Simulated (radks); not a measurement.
Results of a calculation; reference values are marked as such.
Mean orbital radii <r> (bohr) of neutral iron, [Ar] 3d6 4s2, at several levels of relativity; Dirac values are averaged over j with weights 2j + 1. Spin-unpolarised spherical Kohn-Sham, PBE, point nucleus unless stated (finite: rms radius 3.7377 fm), a radial shooting solver on a logarithmic mesh with Libxc functionals. A level marked "c x" has the speed of light scaled by that factor and shares open shells by 2j + 1; other Dirac levels either fill j = l - 1/2 first or share by 2j + 1.

[
 {"shell": "1s", "non-rel.": "0.05915", "scalar-rel.": "0.05846", "Dirac, 2j+1 shares, finite nucleus": "0.05845", "Dirac, c x 0.75": "0.05791", "change of magnitude, last against first (%)": "-2.10"},
 {"shell": "2s", "non-rel.": "0.2700", "scalar-rel.": "0.2669", "Dirac, 2j+1 shares, finite nucleus": "0.2667", "Dirac, c x 0.75": "0.2641", "change of magnitude, last against first (%)": "-2.20"},
 {"shell": "2p", "non-rel.": "0.2367", "scalar-rel.": "0.2355", "Dirac, 2j+1 shares, finite nucleus": "0.2355", "Dirac, c x 0.75": "0.2345", "change of magnitude, last against first (%)": "-0.95"},
 {"shell": "3s", "non-rel.": "0.8195", "scalar-rel.": "0.8106", "Dirac, 2j+1 shares, finite nucleus": "0.8105", "Dirac, c x 0.75": "0.8034", "change of magnitude, last against first (%)": "-1.96"},
 {"shell": "3p", "non-rel.": "0.8613", "scalar-rel.": "0.8577", "Dirac, 2j+1 shares, finite nucleus": "0.8576", "Dirac, c x 0.75": "0.8548", "change of magnitude, last against first (%)": "-0.75"},
 {"shell": "3d", "non-rel.": "1.132", "scalar-rel.": "1.141", "Dirac, 2j+1 shares, finite nucleus": "1.141", "Dirac, c x 0.75": "1.148", "change of magnitude, last against first (%)": "+1.35"},
 {"shell": "4s", "non-rel.": "3.025", "scalar-rel.": "2.988", "Dirac, 2j+1 shares, finite nucleus": "2.989", "Dirac, c x 0.75": "2.960", "change of magnitude, last against first (%)": "-2.14"}
]
